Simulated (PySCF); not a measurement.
Working out the ionisation energy of Ru²⁺

Ru²⁺ [Kr] 4d6 (5D) → Ru³⁺ [Kr] 4d5 (6S). Computed with PySCF 2.14 in x2c-TZVPall, with scalar relativity by spin-free X2C-1e. Frozen: [Kr]. Energies in hartree (1 hartree = 27.21139 eV):

```json
{"part": "UHF", "Ru²⁺ (lower)": "-4527.208323", "Ru³⁺ (upper)": "-4526.234596"}
{"part": "MP2 opposite-spin", "Ru²⁺ (lower)": "-0.033682", "Ru³⁺ (upper)": "0.000000"}
{"part": "MP2 same-spin", "Ru²⁺ (lower)": "-0.047725", "Ru³⁺ (upper)": "-0.047232"}
```

Question: What does Hartree-Fock give?

Answer: (-4526.234596) − (-4527.208323) = 0.973727 hartree = 26.496 eV.

Question: What do MP2 and SCS-MP2 (6/5 opposite-spin, 1/3 same-spin) give?

Answer: The opposite-spin parts differ by 0.917 eV and the same-spin parts by 0.013 eV. MP2: 26.496 + (0.917) + (0.013) = 27.426 eV. SCS-MP2: 26.496 + 1.2 × (0.917) + (0.013)/3 = 27.601 eV.

Reference: 28.47 eV (semi-empirical (NIST evaluation); NIST Atomic Spectra Database, ionization energies), between the lowest levels; spin-orbit coupling is absent from the calculation.

What remains against the reference includes basis incompleteness, the frozen core and correlation beyond second order.
